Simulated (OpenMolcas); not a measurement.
W2+ among 6 point charges of -1 e arranged as an octahedron (Oh).

```json
{
 "Program": "OpenMolcas",
 "Method": "CASSCF",
 "Basis": "ANO-RCC-VDZP [7s6p4d2f1g]",
 "Scalar Hamiltonian": "DKH2, point nucleus",
 "Active space": "4 electrons in 5 orbitals (5d)",
 "State averaging": "2S+1 = 5 even, 5 roots; 2S+1 = 3 even, 45 roots; 2S+1 = 1 even, 50 roots",
 "Spin-orbit coupling": "RASSI with atomic mean-field integrals over the reference wave functions"
}
```

All point charges move together. At R = 2.13 Å the first state of the same spin is 9401 cm-1, and at R = 2.51 Å it is 4714 cm-1.

A third run gives 7364 cm-1. What distance was it run at?

With a power law R^-n the two known points give n = -ln(4714 / 9401) / ln(2.51 / 2.13) = 4.20. Then R = 2.13 × (9401 / 7364)^(1/4.20) = 2.258 Å. The run was at 2.26 Å, so the estimate is off by -0.002 Å.

An orbital doublet at a regular site is open to a Jahn-Teller distortion, which this geometry leaves out. Without dynamic correlation the repulsion within the d shell is too large (B by tens of per cent), so at a given field states of lower spin stand too high. Point charges give a weaker field than real ligands, and real ions of this kind are as a rule low spin; the high spin found here belongs to the model. Spin-orbit coupling mixes the spin-free states strongly: the lowest level takes only 57 % from its leading state, 5E (figures for R = 2.13; the like holds for R = 2.26, R = 2.51). This shell can be high or low spin here, a state of another spin lies low, and with metal d orbitals alone active their balance is uncertain, so the ground spin may be wrong (holds for R = 2.13; R = 2.26). The ground term spreads over less than 5000 cm-1, several times less than with real ligands, so orbital moments are less quenched and χT lies further from the spin-only value than at real sites (holds for R = 2.51). Point charges carry no covalency, so the field is a model and not that of real ligands. No measured value stands beside these numbers.
